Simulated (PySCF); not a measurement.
## Polarisability and C₆ of Ni+ (nickel, charge +1)

[Ar] 3d9, 2D determinant. Computed with PySCF 2.14 in aug-cc-pVDZ, with no relativity, point nucleus. Coupled (time-dependent) response in atomic units; α is the mean over directions. A double-zeta set is small for polarisabilities.

```tsv
method	mean α (bohr³)	α xx, yy, zz	C₆ (like pair)	S(−4)
UHF	5.380	5.087, 5.087, 5.966	16.84	24.08
PBE	8.533	7.929, 7.929, 9.742	26.36	94.07
PBE0	7.246	6.807, 6.807, 8.125	22.52	58.54
M06	7.802	7.402, 7.402, 8.601	24.88	64.70
```

S(−4) is the Cauchy moment in α(ω) = α(0) + S(−4) ω² + …

α(iu) at PBE:

| u (hartree) | α(iu) (bohr³) |
| --- | --- |
| 0 | 8.533 |
| 0.0500 | 8.308 |
| 0.100 | 7.727 |
| 0.200 | 6.258 |
| 0.300 | 5.062 |
| 0.500 | 3.677 |
| 0.750 | 2.825 |
| 1.00 | 2.313 |
| 1.50 | 1.652 |
| 2.00 | 1.232 |
| 3.00 | 0.7552 |
| 5.00 | 0.3706 |

A single London oscillator, α(iu) = α/(1 + u²/ω²), gives C₆ = (3/4) ω α². Matching the computed C₆ needs ω = 4 × 26.36 / (3 × 8.533²) = 0.483 hartree.

For an ion, C₆ is the dispersion term alone; charge-induced terms of lower order in 1/R come first.

The components differ because the open shell of this determinant is not spherical; for a pure term their mean is the scalar polarisability.
